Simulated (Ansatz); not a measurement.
Frontier orbitals of AlF2H3OSi (`[F][Al]([F])[O][SiH3]`).

```xyz
8

F     1.8724   -2.0422    1.2129
Al    1.0196   -1.5132   -0.0767
F     1.0998   -2.3866   -1.4555
O     0.1039   -0.1358    0.0113
Si   -0.8138    1.2100    0.0647
H    -1.3962    1.3649    1.4222
H    -1.9123    1.1092   -0.9300
H     0.0266    2.3938   -0.2489
```

Charge 0, multiplicity 1. Geometry: relaxed with PBE0-D4/def2-TZVP. It is one conformer, not always the lowest. Basis def2-TZVPP, the Gaussian-basis code of Ansatz.

| functional | HOMO (eV) | LUMO (eV) | gap (eV) |
| --- | --- | --- | --- |
| PBE | -7.69 | -2.12 | 5.57 |
| revPBE | -7.65 | -1.96 | 5.69 |
| PBE0 | -9.15 | -1.23 | 7.92 |
| r2SCANh | -8.59 | -1.35 | 7.24 |
| BHLYP | -10.55 | -0.52 | 10.03 |
| ωB97M-V | -11.45 | 0.37 | 11.82 |
| HF | -12.70 | 1.67 | 14.37 |

From PBE to PBE0 the HOMO moves by −1.46 eV and the LUMO by +0.89 eV, and with ωB97M-V by −3.76 and +2.50 eV, so the gap grows from 5.57 to 11.83 eV with exact exchange. A positive LUMO is unbound and depends on the basis.
